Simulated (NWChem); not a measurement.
System: CH3ISe; SMILES I[Se]C

NWChem input:

```
start job
memory heap 200 mb stack 900 mb global 1100 mb
geometry units angstroms noautosym nocenter noautoz
  Se    -0.409107     1.304069    -0.000887
  I     -0.014133    -1.194403     0.000643
  C      1.438108     1.901327    -0.001626
  H      1.381024     3.000929    -0.003787
  H      1.959261     1.561005    -0.905259
  H      1.959035     1.564373     0.903379
end
basis spherical
  * library def2-svpd
end
ecp
  I library def2-ecp
end
dft
  xc xcamb88 1.00 lyp 0.81 vwn_5 0.19 hfexch 1.00
  cam 0.33 cam_alpha 0.19 cam_beta 0.46
  iterations 150
end
property
  response 1 0.0
end
task dft property
```

Output (shortened):

```
             Northwest Computational Chemistry Package (NWChem) 7.3.0
             --------------------------------------------------------

                             Geometry "geometry" -> ""
                             -------------------------

 Output coordinates in angstroms (scale by  1.889725989 to convert to a.u.)

  No.       Tag          Charge          X              Y              Z
 ---- ---------------- ---------- -------------- -------------- --------------
    1 Se                  34.0000    -0.40910700     1.30406900    -0.00088700
    2 I                   53.0000    -0.01413300    -1.19440300     0.00064300
    3 C                    6.0000     1.43810800     1.90132700    -0.00162600
    4 H                    1.0000     1.38102400     3.00092900    -0.00378700
    5 H                    1.0000     1.95926100     1.56100500    -0.90525900
    6 H                    1.0000     1.95903500     1.56437300     0.90337900

 Effective nuclear repulsion energy (a.u.)     535.0989294132

                                 NWChem DFT Module
                                 -----------------

 Summary of "ao basis" -> "ao basis" (spherical)
 ------------------------------------------------------------------------------
       Tag                 Description            Shells   Functions and Types
 ---------------- ------------------------------  ------  ---------------------
 Se                        def2-svpd                15       41   6s5p4d
 I                         def2-svpd                13       35   5s5p3d
 C                         def2-svpd                 8       20   4s2p2d
 H                         def2-svpd                 4        8   2s2p

            General Information
            -------------------
          SCF calculation type: DFT
          Wavefunction type:  closed shell.
          No. of atoms     :     6
          No. of electrons :    68
           Alpha electrons :    34
            Beta electrons :    34
          Charge           :     0
          Spin multiplicity:     1
          Use of symmetry is: off; symmetry adaption is: off
          Maximum number of iterations: 150
          AO basis - number of functions:   120
                     number of shells:    48
          Convergence on energy requested:  1.00D-06
          Convergence on density requested:  1.00D-05
          Convergence on gradient requested:  5.00D-04

              XC Information
              --------------
                     Hartree-Fock (Exact) Exchange  1.000
                   CAM-Becke88 Exchange Functional  1.000
                      VWN V Correlation Functional  0.190 local
              Lee-Yang-Parr Correlation Functional  0.810

           Range-Separation Parameters
           ---------------------------
           Alpha           :  0.19
           Beta            :  0.46
           Gamma           :  0.33
           Short-Range HF  :     F

             Grid Information
             ----------------
          Grid used for XC integration:  medium
          Radial quadrature: Mura-Knowles
          Angular quadrature: Lebedev.
          Tag              B.-S. Rad. Rad. Pts. Rad. Cut. Ang. Pts.
          ---              ---------- --------- --------- ---------
          Se                  1.15      112          13.0       590
          I                   1.40      123          13.0       590
          C                   0.70       49          13.0       434
          H                   0.35       45          14.0       434
          Grid pruning is: on
          Number of quadrature shells:   419
          Spatial weights used:  Erf1

      Superposition of Atomic Density Guess
      -------------------------------------

 Sum of atomic energies:       -2785.76340617

      Non-variational initial energy
      ------------------------------

 Total energy =   -2736.168151
 1-e energy   =   -4507.072858
 2-e energy   =    1472.761747
 HOMO         =      -0.236885
 LUMO         =      -0.084402

   convergence    iter        energy       DeltaE   RMS-Dens  Diis-err
 ---------------- ----- ----------------- --------- --------- ---------
 d= 0,ls=0.0,diis     1  -2738.9222018234 -3.04D+03  7.94D-03  3.09D-01
 d= 0,ls=0.0,diis     2  -2738.9463713710 -2.42D-02  2.92D-03  5.90D-02
 d= 0,ls=0.0,diis     3  -2738.9533299161 -6.96D-03  1.02D-03  1.38D-02
 d= 0,ls=0.0,diis     4  -2738.9554286154 -2.10D-03  1.94D-04  8.23D-04
 d= 0,ls=0.0,diis     5  -2738.9554924830 -6.39D-05  4.52D-05  1.19D-05
  Resetting Diis
 d= 0,ls=0.0,diis     6  -2738.9554947230 -2.24D-06  1.36D-05  9.87D-07
 d= 0,ls=0.0,diis     7  -2738.9554949460 -2.23D-07  5.92D-06  9.14D-08

         Total DFT energy =    -2738.955494945976
      One electron energy =    -4508.192802818686
           Coulomb energy =     1587.095236735767
    Exchange-Corr. energy =     -116.000889769325
 Nuclear repulsion energy =      298.142960906268

 Numeric. integr. density =       68.000000579996

                       DFT Final Molecular Orbital Analysis
                       ------------------------------------

 Vector   32  Occ=2.000000D+00  E=-3.570498D-01
              MO Center= -7.8D-02, -3.1D-01,  1.3D-04, r^2= 3.3D+00
   Bfn.  Coefficient  Atom+Function         Bfn.  Coefficient  Atom+Function
  ----- ------------  ---------------      ----- ------------  ---------------
    55      0.497916  2 I  pz                58      0.394356  2 I  pz
    18      0.297994  1 Se pz                15      0.282330  1 Se pz
    52     -0.199936  2 I  pz                12     -0.177434  1 Se pz
    49     -0.162054  2 I  pz                83     -0.095198  3 C  pz
   106      0.088881  5 H  s                114     -0.089110  6 H  s

 Vector   33  Occ=2.000000D+00  E=-3.288924D-01
              MO Center=  1.9D-02, -9.1D-01,  4.5D-04, r^2= 2.8D+00
   Bfn.  Coefficient  Atom+Function         Bfn.  Coefficient  Atom+Function
  ----- ------------  ---------------      ----- ------------  ---------------
    53      0.602796  2 I  px                56      0.491088  2 I  px
    50     -0.240447  2 I  px                47     -0.194562  2 I  px
    13     -0.122588  1 Se px                81      0.114751  3 C  px
     5      0.112442  1 Se s                 79     -0.094715  3 C  s
    84      0.089649  3 C  px                 4      0.083274  1 Se s

 Vector   34  Occ=2.000000D+00  E=-2.818169D-01
              MO Center= -1.9D-01,  4.4D-01, -3.5D-04, r^2= 3.8D+00
   Bfn.  Coefficient  Atom+Function         Bfn.  Coefficient  Atom+Function
  ----- ------------  ---------------      ----- ------------  ---------------
    18      0.482156  1 Se pz                15      0.448024  1 Se pz
    55     -0.390147  2 I  pz                58     -0.338643  2 I  pz
    12     -0.274972  1 Se pz                52      0.153977  2 I  pz
    49      0.124149  2 I  pz               106      0.100642  5 H  s
   114     -0.100835  6 H  s                  9      0.089025  1 Se pz

 Vector   35  Occ=0.000000D+00  E=-6.124696D-02
              MO Center= -1.7D-01,  3.3D-02, -1.3D-04, r^2= 5.6D+00
   Bfn.  Coefficient  Atom+Function         Bfn.  Coefficient  Atom+Function
  ----- ------------  ---------------      ----- ------------  ---------------
    17      0.498023  1 Se py                57      0.462681  2 I  py
    54      0.405312  2 I  py                14      0.390958  1 Se py
    44      0.251972  2 I  s                  4     -0.246314  1 Se s
    11     -0.236816  1 Se py                60      0.215908  2 I  py
    20      0.190934  1 Se py                 5     -0.164590  1 Se s

 Vector   36  Occ=0.000000D+00  E= 2.868266D-02
              MO Center=  1.4D-01,  1.7D+00, -1.3D-03, r^2= 9.3D+00
   Bfn.  Coefficient  Atom+Function         Bfn.  Coefficient  Atom+Function
  ----- ------------  ---------------      ----- ------------  ---------------
    19      0.941215  1 Se px                20      0.590012  1 Se py
    98     -0.437556  4 H  s                 46      0.401994  2 I  s
    16      0.384721  1 Se px                78     -0.307419  3 C  s
   106     -0.249550  5 H  s                114     -0.249682  6 H  s
    84      0.216400  3 C  px               103      0.196606  4 H  py

 Vector   37  Occ=0.000000D+00  E= 4.066011D-02
              MO Center=  3.2D-01, -1.5D+00,  5.9D-04, r^2= 1.3D+01
   Bfn.  Coefficient  Atom+Function         Bfn.  Coefficient  Atom+Function
  ----- ------------  ---------------      ----- ------------  ---------------
     6      2.116084  1 Se s                 79      1.389352  3 C  s
    60     -1.113186  2 I  py                80      0.945293  3 C  s
    98     -0.808278  4 H  s                  5     -0.750376  1 Se s
   106     -0.648152  5 H  s                114     -0.648666  6 H  s
    45     -0.496159  2 I  s                 20     -0.438779  1 Se py

     Multipole analysis of the density
     ---------------------------------

     L   x y z        total         alpha         beta         nuclear
     -   - - -        -----         -----         ----         -------
     0   0 0 0     -0.000000    -34.000000    -34.000000     68.000000

     1   1 0 0      0.514451      0.573750      0.573750     -0.633049
     1   0 1 0      0.505691    -29.994619    -29.994619     60.494929
     1   0 0 1     -0.000493      0.027633      0.027633     -0.055758

[...]

 DFT Linear Response polarizability / au
 Frequency  =       0.0000000 / au
              X              Y              Z
 -----------------------------------------------
 X      70.6101405      3.8596517     -0.0042284
 Y       3.8596448    102.8116498     -0.0285560
 Z      -0.0042289     -0.0285565     61.1350136
 -----------------------------------------------
 Eigenvalues =      70.1539870    103.2678231     61.1349938
 Isotropic   =      78.1856013
 Anisotropic =      38.4255364
 -----------------------------------------------

 Magnetic Dipole Response Matrix (nonzero elements):

 Exiting AOResponse driver routine
```

Level: CAM-B3LYP/def2-SVPD with def2 effective core potentials on I. Geometry: optimised at PBE0/def2-SVP. No frequency run checked for a minimum. def2 effective core potentials on I; no spin-orbit coupling.
